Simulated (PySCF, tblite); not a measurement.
Isomers of C5H4F3N3. Calculated harmonic vibrations of the isolated species, GFN2-xTB (tblite), most abundant isotopes, no scaling. Errors from tens to a few hundred cm⁻¹ against measured bands are possible. One conformer each.

Electronic energies: PBE0/pcSseg-1 single points on the GFN2-xTB geometries (PySCF, gas phase).

| SMILES | electronic energy, lowest = 0 (kcal/mol) |
| --- | --- |
| Cc1nnncc1C(F)(F)F | 16.8 |
| Cc1nncc(C(F)(F)F)n1 | 0.0 |
| C=Cn1ncc(C(F)(F)F)n1 | 5.6 |
| Cc1cnc(C(F)(F)F)nn1 | 1.8 |

**Question.** How do GFN2-xTB zero-point energies change the relative energies?

**Answer.** 
| SMILES | ZPE (kcal/mol) | of it from modes above 1550 cm⁻¹ | electronic (kcal/mol) | with ZPE, lowest = 0 (kcal/mol) | lowest mode (cm⁻¹) | rings |
| --- | --- | --- | --- | --- | --- | --- |
| Cc1nncc(C(F)(F)F)n1 | 57.5 | 17.5 | 0.0 | 0.0 | 10 | 1 |
| Cc1cnc(C(F)(F)F)nn1 | 57.6 | 17.4 | 1.8 | 1.9 | 4 | 1 |
| C=Cn1ncc(C(F)(F)F)n1 | 58.4 | 20.4 | 5.6 | 6.5 | 14 | 1 |
| Cc1nnncc1C(F)(F)F | 57.6 | 17.4 | 16.8 | 16.9 | 38 | 1 |

The zero-point energies span 0.9 kcal/mol, from `Cc1nncc(C(F)(F)F)n1` to `C=Cn1ncc(C(F)(F)F)n1`. The order is unchanged.

**Question.** And how do the electronic energies of GFN2-xTB itself compare?

**Answer.** `Cc1nncc(C(F)(F)F)n1` 0.2; `Cc1cnc(C(F)(F)F)nn1` 2.0; `C=Cn1ncc(C(F)(F)F)n1` 0.0; `Cc1nnncc1C(F)(F)F` 12.0 kcal/mol, lowest = 0. Against the energies above, taken from the same isomer `Cc1nncc(C(F)(F)F)n1`, the largest difference is 5.8 kcal/mol.
